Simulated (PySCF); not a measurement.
B(Cl)2(OSiH3), H3BCl2OSi, SMILES [SiH3]OB(Cl)Cl, PBE0/def2-SVP optimised geometry. Atoms within 1.6 Å of the plane z = 0.8 Å (x, y, z in Å): B1 (-0.30, -0.90, 0.00), Cl2 (-1.15, -2.44, 0.00), Cl3 (1.46, -0.90, 0.00), O4 (-1.01, 0.23, 0.00), Si5 (-0.77, 1.90, 0.01), H6 (0.68, 2.22, 0.05), H7 (-1.46, 2.43, 1.22).

Method: PBE0/def2-TZVP run with PySCF 2.14.0.

Map of the deformation density (molecule minus spherical neutral atoms) (e/bohr³) on the plane z = 0.8 Å:

```
|:::::::::::::::::::::::::::::::|
|:::::::::::::::::::::::::::::::|
|:::::::::::::::::::::::::::::::|
|:::::::::::::::::::::::::::::::|
|:::::::::::::::::::::::::::::::|
|::::::::::--:::::::::::::::::::|
|:::::::::=**=::::::::::::::::::|
|::::::::-+@@*-::--:::::::::::::|
|::::::::-=%@*-::--:::::::::::::|
|:::::::::-=+-..::::::::::::::::|
|::::::::::::.  .:::::::::::::::|
|::::::::::......:::::::::::::::|
|::::::::::::::..:::::::::::::::|
|::::::::::::-::::::::::::::::::|
|:::::::::::--::::::::::::::::::|
|:::::::::::---:.:::::::::::::::|
|::::::::::::::..:::---:::::::::|
|::::::::::::.. .::----:::::::::|
|:::::::::::..   :-----:::::::::|
|::::::::::::.. .::----:::::::::|
|::::::::::::::..::::--:::::::::|
|::::::::::::--:::::::::::::::::|
|:::::::::-----:::::::::::::::::|
|:::::::::----::::::::::::::::::|
|::::::::::----:::::::::::::::::|
|::::::::::::--:::::::::::::::::|
|:::::::::::::::::::::::::::::::|
|:::::::::::::::::::::::::::::::|
|:::::::::::::::::::::::::::::::|
|:::::::::::::::::::::::::::::::|
|:::::::::::::::::::::::::::::::|
```
Scale: ten equal steps from -0.023 (start of ' ') to 0.061 (end of '@'), in the order ' .:-=+*#%@'; x runs from -4.50 to 4.50, y from -4.50 (bottom) to 4.50 (top).
